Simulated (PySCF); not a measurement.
C6H12O, charge +1, doublet, at a GFN2-xTB geometry (a state made from the parent by changing its charge; the spin is typed, not shown lowest), with bond 11-2 at 1.6 times its length; PBE0/3-21G in PySCF.

The PySCF input:
```python
from pyscf import gto, scf, dft

mol = gto.Mole()
mol.atom = '''
    C    -1.959107   -1.591454    0.525862
    C    -0.989399   -0.383712    0.621732
    C    -1.684457    0.866023    0.164280
    C     0.224291   -0.714087   -0.246666
    C     1.193854    0.457919   -0.316915
    C     2.615348    0.050292   -0.535529
    O     0.842531    1.597937   -0.218175
    H    -1.458325   -2.493957    0.863528
    H    -2.815826   -1.396787    1.164524
    H    -2.307285   -1.736582   -0.493078
    H    -0.491035   -0.225030    2.292505
    H    -2.123817    0.769434   -0.827635
    H    -2.418470    1.231619    0.879041
    H    -0.904258    1.664198    0.085365
    H    -0.079363   -0.888359   -1.286040
    H     0.737500   -1.608261    0.106628
    H     3.028020   -0.245912    0.431389
    H     3.188710    0.895719   -0.911745
    H     2.687615   -0.799956   -1.209136
'''
mol.basis = '3-21g'
mol.charge = 1
mol.spin = 1
mol.verbose = 4
mol.build()

mf = dft.UKS(mol)
mf.xc = 'pbe0'
mf.conv_tol = 1e-11
mf.kernel()
```

Problem. Write the output that PySCF gives for this input, abridged.

Solution. 
```
PySCF version 2.14.0

[INPUT] verbose = 4
[INPUT] num. atoms = 19
[INPUT] num. electrons = 55
[INPUT] charge = 1
[INPUT] spin (= nelec alpha-beta = 2S) = 1
[INPUT] symmetry False subgroup None
[INPUT] Mole.unit = angstrom
[INPUT] Symbol           X                Y                Z      unit          X                Y                Z       unit  Magmom
[INPUT]  1 C     -1.959107000000  -1.591454000000   0.525862000000 AA   -3.702175678718  -3.007412199844   0.993735159316 Bohr   0.0
[INPUT]  2 C     -0.989399000000  -0.383712000000   0.621732000000 AA   -1.869693137919  -0.725110590709   1.174903202878 Bohr   0.0
[INPUT]  3 C     -1.684457000000   0.866023000000   0.164280000000 AA   -3.183162398606   1.636546287574   0.310444207744 Bohr   0.0
[INPUT]  4 C      0.224291000000  -0.714087000000  -0.246666000000 AA    0.423848562205  -1.349428859112  -0.466131184242 Bohr   0.0
[INPUT]  5 C      1.193854000000   0.457919000000  -0.316915000000 AA    2.256057092716   0.865341497235  -0.598882554767 Bohr   0.0
[INPUT]  6 C      2.615348000000   0.050292000000  -0.535529000000 AA    4.942291440429   0.095038106257  -1.012003141762 Bohr   0.0
[INPUT]  7 O      0.842531000000   1.597937000000  -0.218175000000 AA    1.592152841456   3.019663294309  -0.412290997227 Bohr   0.0
[INPUT]  8 H     -1.458325000000  -2.493957000000   0.863528000000 AA   -2.755834850606  -4.712895696442   1.631831420893 Bohr   0.0
[INPUT]  9 H     -2.815826000000  -1.396787000000   1.164524000000 AA   -5.321139954430  -2.639544884353   2.200631425483 Bohr   0.0
[INPUT] 10 H     -2.307285000000  -1.736582000000  -0.493078000000 AA   -4.360136741317  -3.281664372849  -0.931782378048 Bohr   0.0
[INPUT] 11 H     -0.491035000000  -0.225030000000   2.292505000000 AA   -0.927921667576  -0.425245069811   4.332206589196 Bohr   0.0
[INPUT] 12 H     -2.123817000000   0.769434000000  -0.827635000000 AA   -4.013432468695   1.454019530929  -1.564003481104 Bohr   0.0
[INPUT] 13 H     -2.418470000000   1.231619000000   0.879041000000 AA   -4.570245940477   2.327422599811   1.661146742264 Bohr   0.0
[INPUT] 14 H     -0.904258000000   1.664198000000   0.085365000000 AA   -1.708799965947   3.144878437049   0.161316470623 Bohr   0.0
[INPUT] 15 H     -0.079363000000  -0.888359000000  -1.286040000000 AA   -0.149974334424  -1.678755210292  -2.430263385236 Bohr   0.0
[INPUT] 16 H      0.737500000000  -1.608261000000   0.106628000000 AA    1.393673016867  -3.039172826819   0.201497717210 Bohr   0.0
[INPUT] 17 H      3.028020000000  -0.245912000000   0.431389000000 AA    5.722128499705  -0.464706330744   0.815207063150 Bohr   0.0
[INPUT] 18 H      3.188710000000   0.895719000000  -0.911745000000 AA    6.025788590662   1.692663594569  -1.722948345442 Bohr   0.0
[INPUT] 19 H      2.687615000000  -0.799956000000  -1.209136000000 AA    5.078856278273  -1.511697751703  -2.284935887352 Bohr   0.0

nuclear repulsion = 315.413197532531
number of shells = 59
number of NR pGTOs = 141
number of NR cGTOs = 87
basis = 3-21g
ecp = {}

******** <class 'pyscf.dft.uks.UKS'> ********
method = UKS
initial guess = minao
damping factor = 0
level_shift factor = 0
DIIS = <class 'pyscf.scf.diis.CDIIS'>
diis_start_cycle = 1
diis_space = 8
diis_damp = 0
SCF conv_tol = 1e-11
SCF conv_tol_grad = None
SCF max_cycles = 50
direct_scf = True
direct_scf_tol = 1e-13
number electrons alpha = 28  beta = 27
XC library pyscf.dft.libxc version 7.1.2
    S. Lehtola, C. Steigemann, M. J. T. Oliveira, and M. A. L. Marques,  SoftwareX 7, 1–5 (2018)
XC functionals = pbe0
    C. Adamo and V. Barone,  J. Chem. Phys. 110, 6158 (1999)
    M. Ernzerhof and G. E. Scuseria,  J. Chem. Phys. 110, 5029 (1999)
radial grids:
    Treutler-Ahlrichs [JCP 102, 346 (1995); DOI:10.1063/1.469408] (M4) radial grids

becke partition: Becke, JCP 88, 2547 (1988); DOI:10.1063/1.454033
pruning grids: <function nwchem_prune>
grids dens level: 3
symmetrized grids: False
atomic radii adjust function: <function treutler_atomic_radii_adjust>
small_rho_cutoff = 0
Set gradient conv threshold to 3.16228e-06
tot grids = 216488
init E= -309.361191639757

cycle= 1 E= -308.437538554126  delta_E= 0.924  |g|= 0.549  |ddm|= 2.81
cycle= 2 E= -306.813510117553  delta_E= 1.62  |g|= 1.68  |ddm|= 2.24
cycle= 3 E= -308.535957260589  delta_E= -1.72  |g|= 0.298  |ddm|= 2.09
cycle= 4 E= -308.599323272717  delta_E= -0.0634  |g|= 0.0958  |ddm|= 0.581
cycle= 5 E= -308.602026301521  delta_E= -0.0027  |g|= 0.11  |ddm|= 0.203
cycle= 6 E= -308.60414684646  delta_E= -0.00212  |g|= 0.0945  |ddm|= 0.0865
cycle= 7 E= -308.606878793141  delta_E= -0.00273  |g|= 0.0693  |ddm|= 0.0747
cycle= 8 E= -308.610048683104  delta_E= -0.00317  |g|= 0.0101  |ddm|= 0.177
cycle= 9 E= -308.610126713516  delta_E= -7.8e-05  |g|= 0.0054  |ddm|= 0.0201
cycle= 10 E= -308.610188472529  delta_E= -6.18e-05  |g|= 0.00399  |ddm|= 0.0159
cycle= 11 E= -308.610240504784  delta_E= -5.2e-05  |g|= 0.00325  |ddm|= 0.0218
cycle= 12 E= -308.61027169089  delta_E= -3.12e-05  |g|= 0.00095  |ddm|= 0.0213
cycle= 13 E= -308.610280205952  delta_E= -8.52e-06  |g|= 0.000573  |ddm|= 0.0142
cycle= 14 E= -308.610281406536  delta_E= -1.2e-06  |g|= 0.000322  |ddm|= 0.00412
cycle= 15 E= -308.610281555159  delta_E= -1.49e-07  |g|= 0.000212  |ddm|= 0.0015
cycle= 16 E= -308.610281634343  delta_E= -7.92e-08  |g|= 0.000107  |ddm|= 0.000995
cycle= 17 E= -308.610281652977  delta_E= -1.86e-08  |g|= 3.26e-05  |ddm|= 0.000906
cycle= 18 E= -308.610281654095  delta_E= -1.12e-09  |g|= 1.8e-05  |ddm|= 0.000141
cycle= 19 E= -308.610281654312  delta_E= -2.17e-10  |g|= 1.01e-05  |ddm|= 3.47e-05
cycle= 20 E= -308.610281654374  delta_E= -6.18e-11  |g|= 2.58e-06  |ddm|= 2.5e-05
cycle= 21 E= -308.6102816544  delta_E= -2.58e-11  |g|= 1.59e-06  |ddm|= 1.4e-05
cycle= 22 E= -308.610281654408  delta_E= -8.19e-12  |g|= 7.71e-07  |ddm|= 7.95e-06
Extra cycle  E= -308.610281654409  delta_E= -1.71e-12  |g|= 7.44e-07  |ddm|= 2.79e-06
converged SCF energy = -308.610281654409  <S^2> = 0.75767008  2S+1 = 2.0076554
```
